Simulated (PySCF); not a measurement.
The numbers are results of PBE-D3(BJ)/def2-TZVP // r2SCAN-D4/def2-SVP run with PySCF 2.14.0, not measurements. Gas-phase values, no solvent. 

Reference species: [Hf(Cl)4] (neutral, multiplicity 1).

| Property | Result |
|---|---|
| HOMO–LUMO gap | 5.29 eV |
| charge on the central atom (Mulliken) | 1.08 e |

Changed species: [Hf(Cl)(F)3] (3 of 4 Cl replaced by F; the reference has 0 of 4 Cl replaced by F).

Q: Give the shifts of the HOMO–LUMO gap and charge on the central atom (Mulliken).

A: the HOMO–LUMO gap rises by 1.16 eV, to 6.45 eV; the charge on the central atom (Mulliken) rises by 0.35 e, to 1.43 e.
